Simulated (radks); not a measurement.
Question: Isoelectronic series with 4 electrons, each ion in its NIST ground configuration. All-electron calculation, scalar-relativistic Kohn-Sham, PBE, spin-polarised, spherical densities, point nucleus. Program: a radial shooting solver on a logarithmic mesh with Libxc functionals. Total energies (hartree) and orbital eigenvalues (Ry):

ion    configuration  E (hartree)         2s         1s
Be          [He] 2s2    -14.63287   -0.41231   -7.80652
F5+         [He] 2s2    -88.06539  -10.59630  -60.08290
Si10+       [He] 2s2   -224.41988  -33.39297  -162.7109
K15+        [He] 2s2   -424.27269  -68.89275  -316.0586
Cr20+       [He] 2s2   -688.49605  -117.2863  -520.7651
Cu25+       [He] 2s2  -1018.26531  -178.8379  -777.7025
Se30+       [He] 2s2  -1415.08435  -253.8899  -1087.992
In45+       [He] 2s2  -3028.61392  -564.8293  -2354.505
Xe50+       [He] 2s2  -3716.70255  -699.2094  -2895.459

Estimate the row of Ru40+ ([He] 2s2).

Answer: E (hartree) -2417.74898; 2s -446.3049; 1s -1874.515.
